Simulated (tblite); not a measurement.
A geometry optimisation, step by step.

Compound: C2H4F2SeSi.
SMILES with atom numbers: `[F:1][Si:2]1([F:3])[CH2:4][Se:5][CH2:6]1` (hydrogens: H7, H8 on C4; H9, H10 on C6)

Computed with GFN2-xTB (tblite), gas phase: L-BFGS steps from a force-field or distance-geometry start until the largest atomic force falls under 0.01 eV/Å. 14 of its 24 geometries are shown.

Step 0: E = -564.7759 eV, largest atomic force 2.034 eV/Å
```
atom  x, y, z in Å  |  force x, y, z in eV/Å
F1     -0.077    1.774   -1.481   -0.329  -0.702   1.601
Si2    -0.261    0.882   -0.074   -0.489   1.811   0.026
F3     -0.925    1.719    1.232    0.712  -0.702  -1.647
C4      1.269   -0.059    0.386    1.762   0.662   0.772
Se5     0.541   -1.865    0.138   -0.018   0.175  -0.058
C6     -1.028   -0.787   -0.340   -1.687  -0.351  -0.457
H7      1.554    0.106    1.450    0.220  -0.185  -0.776
H8      2.111    0.143   -0.303   -0.136  -0.229   0.618
H9     -1.859   -0.973    0.364    0.164  -0.200  -0.623
H10    -1.316   -0.935   -1.394   -0.199  -0.279   0.544
```

Step 2: E = -565.0470 eV, largest atomic force 0.995 eV/Å
```
atom  x, y, z in Å  |  force x, y, z in eV/Å
F1     -0.089    1.756   -1.430   -0.196   0.145   0.410
Si2    -0.269    0.915   -0.071    0.332  -0.937   0.039
F3     -0.903    1.700    1.178    0.050   0.197  -0.401
C4      1.306   -0.035    0.403   -0.301   0.333  -0.149
Se5     0.539   -1.854    0.136   -0.101   0.439  -0.058
C6     -1.068   -0.784   -0.351    0.041   0.472   0.007
H7      1.567    0.101    1.435    0.509   0.000   0.294
H8      2.115    0.136   -0.286    0.495  -0.034   0.102
H9     -1.862   -0.983    0.347   -0.445  -0.298  -0.092
H10    -1.327   -0.948   -1.383   -0.386  -0.317  -0.154
```

Step 4: E = -565.1635 eV, largest atomic force 0.602 eV/Å
```
atom  x, y, z in Å  |  force x, y, z in eV/Å
F1     -0.108    1.757   -1.377   -0.068   0.496  -0.293
Si2    -0.254    0.879   -0.067    0.071  -0.376   0.000
F3     -0.889    1.705    1.124   -0.235   0.502   0.235
C4      1.318   -0.003    0.408    0.261  -0.309   0.067
Se5     0.531   -1.820    0.130   -0.056   0.170  -0.027
C6     -1.095   -0.761   -0.359   -0.071  -0.409  -0.036
H7      1.607    0.098    1.441    0.312   0.071   0.179
H8      2.149    0.130   -0.268    0.331   0.063   0.042
H9     -1.891   -1.007    0.329   -0.283  -0.099  -0.068
H10    -1.359   -0.975   -1.385   -0.261  -0.108  -0.099
```

Step 5: E = -565.1951 eV, largest atomic force 0.585 eV/Å
```
atom  x, y, z in Å  |  force x, y, z in eV/Å
F1     -0.117    1.768   -1.364   -0.057   0.346  -0.176
Si2    -0.248    0.861   -0.066   -0.125   0.254  -0.028
F3     -0.889    1.717    1.110   -0.147   0.342   0.121
C4      1.329    0.002    0.411    0.417  -0.385   0.142
Se5     0.527   -1.804    0.128   -0.001  -0.051  -0.006
C6     -1.107   -0.762   -0.362   -0.130  -0.568  -0.048
H7      1.628    0.098    1.447    0.210   0.070   0.071
H8      2.167    0.130   -0.260    0.218   0.070   0.051
H9     -1.907   -1.018    0.321   -0.191  -0.036  -0.065
H10    -1.375   -0.986   -1.387   -0.194  -0.043  -0.063
```

Step 7: E = -565.2364 eV, largest atomic force 0.371 eV/Å
```
atom  x, y, z in Å  |  force x, y, z in eV/Å
F1     -0.132    1.796   -1.348   -0.043   0.078   0.048
Si2    -0.245    0.848   -0.065   -0.114   0.353  -0.010
F3     -0.893    1.746    1.089   -0.002   0.074  -0.075
C4      1.357   -0.005    0.421    0.052  -0.079   0.029
Se5     0.523   -1.789    0.125    0.086  -0.337   0.030
C6     -1.126   -0.784   -0.369    0.024  -0.125   0.007
H7      1.668    0.102    1.458    0.052   0.008  -0.070
H8      2.204    0.131   -0.247    0.019   0.018   0.074
H9     -1.939   -1.035    0.307   -0.021   0.004  -0.046
H10    -1.408   -1.006   -1.394   -0.053   0.005   0.014
```

Step 9: E = -565.2446 eV, largest atomic force 0.136 eV/Å
```
atom  x, y, z in Å  |  force x, y, z in eV/Å
F1     -0.136    1.807   -1.348   -0.046   0.064   0.068
Si2    -0.248    0.857   -0.066    0.027  -0.074   0.004
F3     -0.895    1.758    1.087   -0.003   0.074  -0.076
C4      1.361   -0.011    0.422   -0.124   0.031  -0.046
Se5     0.527   -1.804    0.126    0.039  -0.128   0.018
C6     -1.125   -0.793   -0.369    0.079   0.091   0.021
H7      1.676    0.103    1.457    0.007  -0.027  -0.063
H8      2.210    0.133   -0.242   -0.034  -0.021   0.058
H9     -1.944   -1.037    0.303    0.046  -0.007  -0.040
H10    -1.415   -1.008   -1.395    0.010  -0.003   0.057
```

Step 11: E = -565.2484 eV, largest atomic force 0.110 eV/Å
```
atom  x, y, z in Å  |  force x, y, z in eV/Å
F1     -0.142    1.817   -1.342   -0.038   0.056   0.052
Si2    -0.249    0.859   -0.066    0.029  -0.106   0.003
F3     -0.897    1.768    1.079   -0.005   0.064  -0.059
C4      1.356   -0.014    0.421   -0.044  -0.042  -0.019
Se5     0.531   -1.819    0.128   -0.021   0.083  -0.001
C6     -1.120   -0.793   -0.367    0.048   0.008   0.013
H7      1.680    0.102    1.452   -0.038  -0.033  -0.010
H8      2.211    0.132   -0.235   -0.041  -0.028  -0.014
H9     -1.944   -1.038    0.299    0.058  -0.003   0.008
H10    -1.418   -1.009   -1.391    0.052   0.001   0.026
```

Step 12: E = -565.2496 eV, largest atomic force 0.103 eV/Å
```
atom  x, y, z in Å  |  force x, y, z in eV/Å
F1     -0.144    1.821   -1.338   -0.031   0.044   0.043
Si2    -0.249    0.858   -0.066    0.003  -0.023   0.001
F3     -0.897    1.773    1.074   -0.002   0.048  -0.052
C4      1.354   -0.015    0.420    0.016  -0.067   0.004
Se5     0.532   -1.822    0.128   -0.029   0.099  -0.005
C6     -1.117   -0.792   -0.367    0.021  -0.047   0.006
H7      1.681    0.100    1.450   -0.048  -0.030   0.016
H8      2.210    0.131   -0.233   -0.032  -0.025  -0.043
H9     -1.942   -1.039    0.297    0.045  -0.002   0.034
H10    -1.417   -1.010   -1.389    0.056   0.002  -0.003
```

Step 14: E = -565.2517 eV, largest atomic force 0.104 eV/Å
```
atom  x, y, z in Å  |  force x, y, z in eV/Å
F1     -0.151    1.830   -1.329   -0.013   0.021   0.015
Si2    -0.248    0.855   -0.065   -0.025   0.101   0.000
F3     -0.897    1.784    1.063    0.000   0.019  -0.024
C4      1.350   -0.021    0.419    0.072  -0.022   0.029
Se5     0.532   -1.822    0.129   -0.007   0.006  -0.004
C6     -1.112   -0.794   -0.365   -0.034  -0.061  -0.008
H7      1.678    0.096    1.448   -0.038  -0.023   0.049
H8      2.206    0.128   -0.233   -0.001  -0.021  -0.067
H9     -1.936   -1.040    0.297    0.004  -0.011   0.061
H10    -1.413   -1.010   -1.386    0.041  -0.008  -0.049
```

Step 16: E = -565.2530 eV, largest atomic force 0.057 eV/Å
```
atom  x, y, z in Å  |  force x, y, z in eV/Å
F1     -0.156    1.839   -1.323   -0.002   0.012  -0.009
Si2    -0.249    0.857   -0.065    0.000   0.025   0.001
F3     -0.898    1.792    1.056   -0.007   0.012   0.006
C4      1.351   -0.026    0.419    0.015   0.053   0.007
Se5     0.532   -1.823    0.129    0.015  -0.055  -0.001
C6     -1.109   -0.798   -0.364   -0.034   0.027  -0.008
H7      1.674    0.092    1.449   -0.005  -0.018   0.029
H8      2.203    0.124   -0.237    0.010  -0.021  -0.029
H9     -1.932   -1.041    0.301   -0.007  -0.018   0.029
H10    -1.407   -1.011   -1.387    0.016  -0.017  -0.026
```

Step 18: E = -565.2534 eV, largest atomic force 0.027 eV/Å
```
atom  x, y, z in Å  |  force x, y, z in eV/Å
F1     -0.157    1.841   -1.322    0.001   0.005  -0.008
Si2    -0.249    0.859   -0.065    0.003  -0.014   0.000
F3     -0.899    1.796    1.055   -0.005   0.007   0.008
C4      1.352   -0.025    0.419   -0.015   0.021  -0.005
Se5     0.532   -1.825    0.129    0.003  -0.003  -0.002
C6     -1.110   -0.798   -0.365   -0.002   0.027   0.001
H7      1.673    0.089    1.451    0.006  -0.010  -0.001
H8      2.203    0.122   -0.240    0.001  -0.012   0.004
H9     -1.931   -1.043    0.304    0.003  -0.010  -0.004
H10    -1.405   -1.012   -1.389    0.004  -0.010   0.007
```

Step 19: E = -565.2535 eV, largest atomic force 0.011 eV/Å
```
atom  x, y, z in Å  |  force x, y, z in eV/Å
F1     -0.157    1.842   -1.322    0.001   0.002  -0.006
Si2    -0.249    0.859   -0.065   -0.002   0.000   0.000
F3     -0.899    1.796    1.055   -0.003   0.004   0.006
C4      1.352   -0.024    0.419   -0.008   0.003  -0.002
Se5     0.533   -1.825    0.129   -0.001   0.010  -0.002
C6     -1.110   -0.797   -0.365    0.003   0.009   0.002
H7      1.673    0.089    1.451    0.005  -0.006  -0.004
H8      2.203    0.121   -0.240    0.000  -0.009   0.005
H9     -1.931   -1.043    0.304    0.003  -0.007  -0.006
H10    -1.405   -1.012   -1.389    0.002  -0.007   0.008
```

Step 21: E = -565.2535 eV, largest atomic force 0.017 eV/Å
```
atom  x, y, z in Å  |  force x, y, z in eV/Å
F1     -0.158    1.842   -1.322    0.001  -0.001  -0.003
Si2    -0.249    0.859   -0.065   -0.005   0.016   0.000
F3     -0.899    1.796    1.055   -0.001   0.000   0.002
C4      1.351   -0.023    0.419    0.003  -0.007   0.002
Se5     0.533   -1.825    0.129   -0.003   0.010  -0.002
C6     -1.111   -0.797   -0.365    0.002  -0.008   0.001
H7      1.673    0.088    1.451    0.002  -0.002  -0.003
H8      2.203    0.120   -0.240    0.000  -0.003   0.002
H9     -1.931   -1.044    0.304    0.000  -0.003  -0.002
H10    -1.404   -1.013   -1.388    0.001  -0.002   0.002
```

Step 23: E = -565.2535 eV, largest atomic force 0.005 eV/Å
```
atom  x, y, z in Å  |  force x, y, z in eV/Å
F1     -0.158    1.843   -1.323    0.000  -0.001   0.000
Si2    -0.249    0.860   -0.065   -0.001   0.005   0.001
F3     -0.900    1.797    1.055    0.000   0.000   0.000
C4      1.351   -0.023    0.419    0.002  -0.002   0.001
Se5     0.532   -1.824    0.129   -0.001   0.000   0.000
C6     -1.110   -0.796   -0.364    0.000  -0.004   0.000
H7      1.673    0.088    1.451    0.000   0.000   0.000
H8      2.203    0.120   -0.240    0.000   0.000   0.000
H9     -1.931   -1.044    0.303   -0.001   0.000   0.001
H10    -1.404   -1.014   -1.388    0.000   0.001  -0.001
```

Task: Summarise the path.

Result: The energy falls by 0.4776 eV from step 0 to step 23; nine tenths of that is first reached at step 6. It falls at every step. The largest force goes from 2.034 to 0.005 eV/Å. Among the bonds Si2–F3 changes most, from 1.687 to 1.599 Å; the atoms move by 0.122 Å rms after alignment.

What follows is the cost of the whole relaxation. On one thread, Arm Neoverse V1 (aarch64), shared host with 32 logical CPUs at a one-minute load of 18, this took 0.12 s.
